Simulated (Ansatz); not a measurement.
Reaction (redistribution): `[CH3][GeH2][TeH]` + `O[Si](O)(O)F` → `O[Si](O)(O)[TeH]` + `[CH3][GeH2][F]`

Isolated molecules relaxed with PBE0-D4/def2-TZVP in Ansatz; ΔE leaves out vibrations. CCSD(T)/CBS is the MP2 limit (def2-TZVPP, def2-QZVPP) plus CCSD(T) − MP2 in def2-TZVPP, frozen cores. DFT in def2-TZVPP. B3LYP here is the variant with VWN-RPA as its local correlation; programs differ in this. def2 core potentials past Kr. For Ge, Te outer-core shells are correlated without core-valence functions, which leaves a few kJ/mol of doubt a bond. Scalar relativity is left out up to krypton. Each species was taken in one conformer, which may not be the lowest.

```
             level  ΔE (kcal/mol)  difference from CCSD(T)/CBS
            PBE-D4           23.2                         -3.7
         r2SCAN-D4           25.7                         -1.2
           PBE0-D4           25.3                         -1.6
          B3LYP-D4           25.5                         -1.4
           ωB97X-V           24.5                         -2.4
           ωB97M-V           25.7                         -1.2
            B2PLYP           26.3                         -0.6
               PBE           23.5                         -3.4
            r2SCAN           25.7                         -1.2
              PBE0           25.6                         -1.3
             B3LYP           26.1                         -0.8
     HF/def2-TZVPP           29.0                          2.1
    MP2/def2-TZVPP           26.9                          0.0
SCS-MP2/def2-TZVPP           26.5                         -0.4
   CCSD/def2-TZVPP           27.6                          0.7
CCSD(T)/def2-TZVPP           27.0                          0.1
     HF/def2-QZVPP           29.0                          2.1
    MP2/def2-QZVPP           26.9                          0.0
SCS-MP2/def2-QZVPP           26.4                         -0.5
      HF/CBS(def2)           29.0                          2.1
     MP2/CBS(def2)           26.9                          0.0
    CCSD/CBS(def2)           27.6                          0.7
       CCSD(T)/CBS           26.9                            0
```

Largest T1 diagnostic among the species: 0.012.

In def2-TZVPP, CCSD(T) changes the Hartree–Fock value by −2.0 kcal/mol (the triples alone add −0.7 kcal/mol) and MP2 by −2.1 kcal/mol. From PBE to PBE0 (25 % exact exchange), in def2-TZVPP and without D4, ΔE moves by +2.1 kcal/mol.
